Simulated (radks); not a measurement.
The numbers below are computed, except where a source is named.
Charge is removed step by step from the 4s down level of Ni, starting from [Ar] 3d8 4s(up 1, down 1). Level of theory: non-relativistic Kohn-Sham, BLYP, spin-polarised, spherical densities, point nucleus; open shells are filled with parallel spins first (a radial shooting solver on a logarithmic mesh with Libxc functionals).

removed (e)	E - E(0) (eV)	eigenvalue (eV)	E minus straight line (eV)
0	0.000	-5.328	0.000
0.1	0.566	-5.988	-0.311
0.2	1.198	-6.659	-0.556
0.3	1.898	-7.339	-0.733
0.4	2.666	-8.030	-0.842
0.5	3.504	-8.729	-0.881
0.6	4.412	-9.438	-0.849
0.7	5.392	-10.156	-0.747
0.8	6.444	-10.885	-0.571
0.9	7.569	-11.625	-0.323
1	8.769	-12.372	0.000

Removing the whole electron costs 8.769 eV by Delta-SCF, against 5.328 eV from minus the eigenvalue at the starting occupation. Slater's transition state (half an electron removed) gives 8.729 eV. Integrating minus the eigenvalue over the occupation (Janak's theorem) gives 8.769 eV. The mean slope of the eigenvalue, de/dn, is 7.04 eV per electron.
